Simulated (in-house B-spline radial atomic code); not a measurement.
RPA and G0W0 for the arsenic ion As⁵⁺, [Ar] 3d10, as one setting changes: the share of exact exchange in the PBE hybrid start. A dash marks a level of low quasi-particle weight. Computed with a B-spline radial code for spherical atoms: all electrons, scalar-relativistic (spin-free one-electron X2C), finite nucleus, each spin shell either full or empty, empty states to l = 9 with an (l + 1/2)⁻⁴ tail; G0W0 by contour deformation at full frequency.

| share of exact exchange in the PBE hybrid start | mean-field level (eV) | G0W0 level (eV) | RPA correlation (Eh) |
| --- | --- | --- | --- |
| 0 | -107.21 | 3d -121.66 | -2.1463 |
| 0.1 | -108.94 | 3d -121.69 | -2.1271 |
| 0.2 | -110.68 | 3d -121.71 | -2.1085 |
| 0.3 | -112.43 | 3d -121.72 | -2.0904 |
| 0.4 | -114.18 | 3d -121.72 | -2.0728 |
| 0.5 | -115.93 | 3d -121.71 | -2.0556 |
| 0.6 | ? | ? | ? |
| 0.7 | -119.45 | 3d -121.67 | -2.0224 |
| 0.8 | -121.22 | 3d -121.64 | -2.0064 |
| 0.9 | ? | ? | ? |
| 1 | -124.78 | 3d -121.56 | -1.9755 |

Q: What belongs in the row for 0.6?

A: mean-field level (eV): -117.69; G0W0 level (eV): 3d -121.70; RPA correlation (Eh): -2.0388.

Q: What belongs in the row for 0.9?

A: mean-field level (eV): -123.00; G0W0 level (eV): 3d -121.60; RPA correlation (Eh): -1.9908.

Q: At what share of exact exchange does G0W0 leave the highest level unchanged?

A: Near 0.82, where the shift changes sign (-0.418 eV at 0.8, +1.393 eV at 0.9).
